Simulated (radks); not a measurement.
The tin anion Sn4-, [Xe], held by a Watson sphere: a shell of charge +4 at radius R that stands for the Madelung well of a crystal (potential energy -4/R inside, -4/r outside, in hartree with lengths in bohr). Calculated with a radial shooting solver on a logarithmic mesh with Libxc functionals: scalar-relativistic Kohn-Sham, PBE, spin-unpolarised, spherical densities, point nucleus. Response by self-consistent Sternheimer equations with the Hartree and adiabatic LDA kernel, the relativistic mass of each level held fixed and spin-orbit coupling left out. The sphere does not respond.

R (bohr),e(4d) (eV),e(5s) (eV),e(5p) (eV),<r> 5p (bohr),sum of <r^2> (bohr^2),X-ray form factor at sin(theta)/lambda = 0.2 1/angstrom,alpha (bohr^3)
3.06,-24.845,-12.326,-6.131,3.149,106.1,39.986,76.18
3.15,-24.649,-12.065,-5.989,3.198,108.5,39.970,81.09
3.23,-24.493,-11.843,-5.864,3.241,110.6,39.960,85.73
3.3,-24.371,-11.657,-5.756,3.280,112.5,39.953,90.02
4.15,-23.518,-9.889,-4.591,3.753,137.5,40.000,161.9
4.35,-23.418,-9.589,-4.361,3.867,143.9,40.031,185.3
5.53,-23.143,-8.477,-3.328,4.556,186.4,40.201,389.9
5.72,-23.129,-8.378,-3.205,4.668,194.0,40.218,435.0
